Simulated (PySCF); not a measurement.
C₃HBrClF, SMILES FC(Cl)=C=CBr.

Geometry optimised at r2SCAN-D4/def2-SVP.

These are r2SCAN/def2-TZVP (PySCF) values and carry that method's errors.

Gas-phase values at a fixed geometry.

The total energy comes out as -3248.98743 hartree and the highest occupied level is -6.84 eV. The lowest empty level is -2.28 eV and the orbital gap is 4.56 eV. The dipole moment is 1.08 D, the quadrupole, principal values (traceless, Buckingham form, about the centre of nuclear charge) is -3.88, -0.21, 4.08 D·Å and the mean static polarisability is 75.7 bohr³ (11.21 Å³). The polarisability, principal values is 49.8, 53.2, 124.0 bohr³.
